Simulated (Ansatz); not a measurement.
One change: `C[Se][AlH][BH]S` becomes `C[O][AlH][BH]S`.

Ansatz, PBE0-D4/def2-TZVP geometries, multiplicity 1. Each molecule was computed in one conformer, which needn't be the lowest.

Scalar relativity is left out up to krypton.

```csv
property,`C[Se][AlH][BH]S`
HOMO energy (PBE0/def2-TZVPP) / eV,-6.86
size of the dipole moment (B3LYP/def2-TZVPP) / D,1.50
size of the dipole moment (PBE/def2-TZVPP) / D,1.62
HOMO–LUMO gap (B3LYP/def2-TZVPP) / eV,4.36
HOMO–LUMO gap (PBE/def2-TZVPP) / eV,2.85
LUMO energy (PBE/def2-TZVPP) / eV,-2.96
```

Problem. Give the same properties after the change, and the shifts. (An estimate is asked.)

Solution. Ansatz gave: 
```csv
property,`C[O][AlH][BH]S`,shift
HOMO energy (PBE0/def2-TZVPP) / eV,-7.24,-0.38
size of the dipole moment (B3LYP/def2-TZVPP) / D,1.19,-0.31
size of the dipole moment (PBE/def2-TZVPP) / D,1.31,-0.31
HOMO–LUMO gap (B3LYP/def2-TZVPP) / eV,4.79,0.43
HOMO–LUMO gap (PBE/def2-TZVPP) / eV,3.05,0.20
LUMO energy (PBE/def2-TZVPP) / eV,-2.95,0.01
```

Dipoles are sizes alone; their direction can turn.

B3LYP here is the variant with VWN-RPA as its local correlation; programs differ in this.

Spin–orbit coupling is left out; it splits and shifts lone-pair levels of the heavy atoms by tenths of an eV.
